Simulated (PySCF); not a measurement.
NbF6, SMILES [F][Nb-]([F])([F])([F])([F])[F], charge -1, multiplicity 1.

The structure is a stationary point at PBE-D3(BJ)/def2-SVPD. The spin state was assumed, not searched. The isomer is the one that the SMILES or the coordinates give; other isomers of the formula were not compared. The def2 effective core potentials stand for the cores of Nb; spin–orbit coupling is left out.

Level of theory: B3LYP/def2-SVPD in PySCF.

The molecule is in vacuum.

Question: Estimate the frontier levels, gap, dipole moment and polarisability. (An estimate is asked for; the answer gives what the named calculation found.)

Answer: 
```yaml
highest_occupied_level: -6.26 eV
lowest_empty_level: 1.47 eV
orbital_gap: 7.73 eV
dipole_moment_about_the_centre_of_nuclear_charge: 0.00 D
mean_static_polarisability: 52.7 bohr³ (7.81 Å³)
polarisability_principal_values: 52.7, 52.7, 52.7 bohr³
```
